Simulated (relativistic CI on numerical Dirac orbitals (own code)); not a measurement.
# Spin-allowed bands of a d8 ion in an octahedral site, by hand

Problem. A d8 ion in an octahedral site has a 3A2 ground term and spin-allowed bands at ν1 = 13020 and ν2 = 18919 cm⁻¹ (from a computed ligand-field model). Find Δ and the Racah parameter B, and predict the third band.

Working.
1. The F term splits into A2 (−1.2Δ), T2 (−0.2Δ) and T1 (+0.6Δ), so ν1 = E(T2) − E(A2) = Δ = 13020 cm⁻¹.
2. T1(F) mixes with T1(P), which lies at 15B, through an element 0.4Δ. The two roots, counted from A2, are ν2,3 = ½(15B + 3Δ) ∓ ½√[(15B − Δ)² + 12BΔ].
3. Solving the lower root for B gives B = (2ν1² + ν2² − 3ν1ν2)/(15ν2 − 27ν1) = -42006779/-67755 = 620 cm⁻¹.
4. The sum of the roots is 15B + 3Δ, so ν3 = 15B + 3ν1 − ν2 = 29441 cm⁻¹ (340 nm).

Check. The bands were computed by exact diagonalisation of the d8 shell with B = 620 and Δ = 13020 cm⁻¹, which gives ν3 = 29441 cm⁻¹. C does not enter the terms of highest spin.
